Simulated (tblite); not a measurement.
Compound: CH6FGeN.
Bonds: C1–N2, N2–Ge3, Ge3–F4. Hydrogens: H5, H6, H7 on C1; H8 on N2; H9, H10 on Ge3.

Computed with GFN2-xTB (tblite), gas phase: L-BFGS steps from a force-field or distance-geometry start until the largest atomic force falls under 0.01 eV/Å.

Step 15: E = -403.2382 eV
```
atom  x, y, z in Å  |  force x, y, z in eV/Å
C1     -1.4100   -0.0660   -0.2766   -0.105   0.119  -0.088
N2     -0.2301   -0.4719    0.4682    0.025  -0.080   0.046
Ge3     1.3646    0.3503    0.3005   -0.083  -0.162  -0.053
F4      2.2784   -0.3365   -1.0548   -0.048   0.065  -0.050
H5     -1.4760   -0.5155   -1.2721    0.062  -0.034  -0.014
H6     -1.3717    1.0149   -0.3960   -0.077   0.082  -0.052
H7     -2.3234   -0.3239    0.2677    0.122   0.012   0.065
H8     -0.2617   -1.4670    0.6385    0.186   0.002   0.089
H9      1.1060    1.7678   -0.1000    0.067   0.005   0.016
H10     2.3328    0.0525    1.4021   -0.148  -0.009   0.041
```

Step 16: E = -403.2419 eV
```
atom  x, y, z in Å  |  force x, y, z in eV/Å
C1     -1.4125   -0.0645   -0.2780   -0.011   0.038  -0.034
N2     -0.2291   -0.4706    0.4688   -0.037  -0.003  -0.020
Ge3     1.3672    0.3468    0.2915   -0.151  -0.067   0.059
F4      2.2812   -0.3329   -1.0531    0.002   0.019  -0.142
H5     -1.4754   -0.5186   -1.2719    0.048  -0.010  -0.003
H6     -1.3783    1.0164   -0.3973   -0.057   0.067  -0.053
H7     -2.3222   -0.3258    0.2695    0.100   0.011   0.059
H8     -0.2590   -1.4648    0.6438    0.162  -0.007   0.075
H9      1.1125    1.7711   -0.0967    0.069  -0.036   0.011
H10     2.3244    0.0476    1.4009   -0.124  -0.012   0.048
```

Step 17: E = -403.2455 eV
```
atom  x, y, z in Å  |  force x, y, z in eV/Å
C1     -1.4149   -0.0624   -0.2800    0.078  -0.041   0.020
N2     -0.2293   -0.4697    0.4690   -0.082   0.056  -0.064
Ge3     1.3664    0.3426    0.2851   -0.140   0.036   0.117
F4      2.2836   -0.3295   -1.0548    0.024  -0.008  -0.185
H5     -1.4739   -0.5214   -1.2720    0.025   0.014   0.003
H6     -1.3849    1.0192   -0.3994   -0.034   0.030  -0.048
H7     -2.3191   -0.3273    0.2723    0.054   0.010   0.047
H8     -0.2534   -1.4630    0.6498    0.113  -0.004   0.052
H9      1.1194    1.7731   -0.0936    0.067  -0.073   0.009
H10     2.3149    0.0432    1.4011   -0.104  -0.020   0.050
```

Question: Estimate the geometry and energy of step 18. (The exact step hangs on the optimiser's Hessian estimate; all steps are aligned on step 17, rigid shifts and turns removed.)

Answer: E = -403.2493 eV, largest force 0.172 eV/Å
```
atom  x, y, z in Å  |  force x, y, z in eV/Å
C1     -1.4172   -0.0607   -0.2822    0.121  -0.095   0.057
N2     -0.2301   -0.4672    0.4674   -0.092   0.081  -0.072
Ge3     1.3633    0.3388    0.2798   -0.055   0.115   0.115
F4      2.2886   -0.3252   -1.0602    0.007  -0.011  -0.171
H5     -1.4724   -0.5248   -1.2719   -0.002   0.033  -0.001
H6     -1.3950    1.0222   -0.4030    0.001  -0.026  -0.038
H7     -2.3147   -0.3300    0.2764   -0.003   0.007   0.030
H8     -0.2454   -1.4592    0.6590    0.047   0.017   0.019
H9      1.1304    1.7749   -0.0895    0.054  -0.088   0.002
H10     2.3014    0.0359    1.4017   -0.077  -0.032   0.059
```

The energy changes by -0.0038 eV. The first-order estimate −F·Δx gives -0.0054 eV and the mean of the old and new forces, exact on a quadratic surface, -0.0038 eV. The step makes an angle of 61° with the force vector and moves no atom by more than 0.015 Å.

The cost below is that of the whole relaxation. On an Arm Neoverse N1 with one thread, no GPU (shared host), this took 0.33 s of wall time.
